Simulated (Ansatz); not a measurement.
One change: `O[SiH](F)N[SiH3]` becomes `O[SiH](F)[SiH3]`.

Ansatz, PBE0-D4/def2-TZVP geometries, multiplicity 1. Each molecule was computed in one conformer, which needn't be the lowest.

```
                                      property  `O[SiH](F)N[SiH3]`
           LUMO energy (B3LYP/def2-TZVPP) / eV               -0.08
       HOMO–LUMO gap (ωB97M-V/def2-TZVPP) / eV               11.96
         LUMO energy (ωB97M-V/def2-TZVPP) / eV                1.71
         HOMO–LUMO gap (B3LYP/def2-TZVPP) / eV                7.63
         HOMO energy (ωB97M-V/def2-TZVPP) / eV              -10.25
size of the dipole moment (PBE/def2-TZVPP) / D                2.17
```

(1) Give the same properties after the change, and the shifts. (Estimate.)

Results:

(1) Ansatz gave: 
| property | `O[SiH](F)[SiH3]` | shift |
| --- | --- | --- |
| LUMO energy (B3LYP/def2-TZVPP) / eV | -0.47 | -0.39 |
| HOMO–LUMO gap (ωB97M-V/def2-TZVPP) / eV | 11.81 | -0.15 |
| LUMO energy (ωB97M-V/def2-TZVPP) / eV | 1.43 | -0.28 |
| HOMO–LUMO gap (B3LYP/def2-TZVPP) / eV | 7.64 | 0.01 |
| HOMO energy (ωB97M-V/def2-TZVPP) / eV | -10.37 | -0.12 |
| size of the dipole moment (PBE/def2-TZVPP) / D | 1.40 | -0.77 |

With PBE0 the HOMO falls by 0.36 eV and the LUMO falls by 0.44 eV, so the gap narrows by about 0.08 eV. PBE moves the HOMO by -0.50 eV and ωB97M-V by -0.12 eV. Dipoles are sizes alone; their direction can turn.

B3LYP here is the variant with VWN-RPA as its local correlation; programs differ in this.
